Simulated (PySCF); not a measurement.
Simulation results for B₂GeH₅O

Computed with PySCF 2.14.0. Calculation on a computer-drawn molecule: the log of a Hartree-Fock and frozen-core CCSD(T) single point meant for a local Hartree-Fock minimum, with one planted fault or none, to be diagnosed. Offsets are logged minus clean, where the clean run is the same molecule without the fault. The reference is restricted for singlets and unrestricted otherwise, and also for a bond in bohr or an excited solution. Adding or removing an electron swaps singlet and doublet. The excited solution moves the top pair (singlet) or top alpha electron (doublet) to the lowest empty orbital. Highest occupied and lowest empty are orbital energies over both spins, largest force is the largest gradient component, triples share is (T) over the correlation energy, the T1 limit is 0.02 restricted and 0.045 unrestricted, electrons count all cores, a negative frequency is imaginary (commonest isotopes), and the dipole is about the centre of nuclear charge; on germanium a core potential holds 10 electrons, which the energies leave out, and 3d is frozen in MP2 and coupled-cluster steps.

```xyz
9
formula=B2GeH5O meant_charge=0 meant_multiplicity=2 meant_basis=cc-pVDZ meant_basis_and_core_potential_on_germanium=cc-pVDZ-PP_ECP10MDF logged_electrons=55 logged_basis_functions=90 logged_SCF_converged=yes logged_spin_squared=3.7718 logged_highest_occupied=-6.9754 logged_lowest_empty=-0.71615 logged_largest_force=0.074701 logged_T1_diagnostic=0.022619 logged_D1_diagnostic=0.09978 logged_triples_share=0.029896 logged_CC_converged=yes logged_dipole_magnitude=3.2224 logged_SCF_stable_within_its_kind=yes logged_energy_HF=-420.37989 logged_energy_CCSD(T)=-420.86517 possible_faults=no_fault,one_electron_removed,one_electron_added,multiplicity_raised_by_two,geometry_at_a_saddle_point,SCF_held_on_an_excited_solution,minimal_basis_STO-3G,one_bond_length_entered_in_bohr,all_coordinates_scaled planted_fault=multiplicity_raised_by_two HF_energy_offset_from_clean_run=79.39 CCSD(T)_energy_offset_from_clean_run=80.52
B     -0.5963    -0.5097     2.5831
B     -0.1219    -0.3176     0.9489
O      1.0086     0.2719     0.4959
Ge     2.3924     1.0521     1.3315
H     -0.3180    -1.4966     3.2157
H     -1.2830     0.3038     3.1473
H     -0.8691    -0.7517     0.0946
H      3.6489     0.2759     0.9184
H      2.4278     2.5102     0.8573
```

Units: logged_highest_occupied, logged_lowest_empty in eV; logged_largest_force in hartree/bohr; logged_dipole_magnitude in debye; logged_energy_HF, logged_energy_CCSD(T) in hartree; HF_energy_offset_from_clean_run, CCSD(T)_energy_offset_from_clean_run in kcal/mol.

Drawn bonds:
```
atom  other atom  order
   1           2      1
   2           3      1
   3           4      1
   1           5      1
   1           6      1
   2           7      1
   4           8      1
   4           9      1
```
